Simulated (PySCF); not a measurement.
Towards the basis-set limit for TeBr

State: ²Π, doublet, unpaired electrons π ↑. De refers to Te + Br. ROHF-based CCSD(T) in PySCF 2.14 with Te cc-pVTZ-PP with ECP28, Br cc-pVTZ-PP with ECP10 and Te cc-pVQZ-PP with ECP28, Br cc-pVQZ-PP with ECP10 (frozen core orbitals: 18; scalar-relativistic core potentials). Correlation energies are extrapolated as n⁻³ (n = 3, 4), Hartree–Fock as (n+1)·exp(−9√n).

```
      Level  Re (Å)  ωe (cm⁻¹)  ωexe (cm⁻¹)  αe (cm⁻¹)  De (eV)
 CCSD(T)/TZ  2.4908      266.1        0.674   0.000175    2.163
 CCSD(T)/QZ  2.4779      269.9        0.667   0.000175    2.328
     HF/CBS  2.4709      278.6        0.535   0.000155    1.153
    MP2/CBS  2.4576      281.1        0.609   0.000166    2.463
   CCSD/CBS  2.4664      276.6        0.628   0.000169    2.263
CCSD(T)/CBS  2.4714      272.8        0.666   0.000174    2.430
```

Q: How much is left between CCSD(T)/QZ and the basis-set limit, and how much do the triples give at the limit?

A: CCSD(T)/CBS less CCSD(T)/QZ: -6.5 mÅ in Re, +2.9 cm⁻¹ in ωe and +0.102 eV in De. CCSD(T)/CBS less CCSD/CBS: +5.0 mÅ in Re, -3.8 cm⁻¹ in ωe and +0.167 eV in De.

The T1 diagnostic is 0.020. The state was picked by a PBE0 search and need not be the measured ground state. Spin–orbit coupling, excitations beyond (T) and corrections to the Born–Oppenheimer picture are left out, and spin–orbit coupling matters for open p, d or f shells this heavy.

The whole job (state search and all basis sets along the bond) took about 12 min on 4 threads of Arm Neoverse V1 (shared host), peak memory 9.7 GiB.
